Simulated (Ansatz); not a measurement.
C3H8OSi can be A, `CC1(O)C[SiH2]1`, or B, `C[SiH]1CCO1`.

Computed with Ansatz on PBE0-D4/def2-TZVP structures; ΔE is electronic, products minus reactants. CCSD(T)/CBS is the MP2 limit (def2-TZVPP, def2-QZVPP) plus CCSD(T) − MP2 in def2-TZVPP, frozen cores. DFT in def2-TZVPP. B3LYP here is the variant with VWN-RPA as its local correlation; programs differ in this. Each species was taken in one conformer, which may not be the lowest.

Question: Which isomer does CCSD(T)/CBS put lower? Give the gap. (Estimate.)

Answer: The calculation gave: B, by 50.9 kcal/mol.

Question: Give E(B) − E(A) in kcal/mol with CCSD(T)/def2-TZVPP, HF/def2-TZVPP, CCSD/def2-TZVPP, B3LYP, r2SCAN-D4, B3LYP-D4, PBE-D4. (An estimate is asked.)

Answer: The calculation gave: CCSD(T)/def2-TZVPP -51.0, HF/def2-TZVPP -57.3, CCSD/def2-TZVPP -52.3, B3LYP -50.8, r2SCAN-D4 -49.6, B3LYP-D4 -50.4, PBE-D4 -46.4. None reverses the order clearly.

Largest T1 diagnostic: 0.012.

In def2-TZVPP, CCSD(T) changes the Hartree–Fock value by +6.3 kcal/mol (the triples alone add +1.2 kcal/mol) and MP2 by +5.6 kcal/mol. From PBE to PBE0 (25 % exact exchange), in def2-TZVPP and without D4, E(B) − E(A) moves by −2.8 kcal/mol.
